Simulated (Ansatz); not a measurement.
Mulliken charges of FGeH5OSSi (`O[SiH](F)[S][GeH3]`) from ωB97M-V/def2-TZVPP in Ansatz (PBE0-D4/def2-TZVP geometry).

```tsv
atom	x (Å)	y (Å)	z (Å)	charge (e)
O1	-0.274	1.109	1.248	-0.367
Si2	-0.554	-0.500	1.310	0.630
F3	-2.070	-0.738	0.865	-0.305
S4	0.811	-1.460	0.040	-0.318
Ge5	0.818	0.038	-1.627	0.107
H6	-0.970	1.697	1.549	0.183
H7	-0.434	-1.067	2.668	-0.044
H8	-0.614	0.506	-1.908	0.041
H9	1.384	-0.738	-2.823	0.035
H10	1.727	1.215	-1.259	0.037
```

By hand: the dipole of these point charges (1 e Å = 4.8032 D).

Σ q r = (0.141, 0.369, -0.141) e Å, of length 0.419 e Å = 2.01 D.

How does the dipole of the full density compare? (An estimate is asked.)

Ansatz gave: (-0.046, 0.372, -0.010) e Å, 1.80 D; the point charges give 1.12 times that, at 33° from its direction.

Point charges leave out the atoms' own dipoles, such as those of lone pairs, and Mulliken's split depends on the basis, so the two needn't agree.
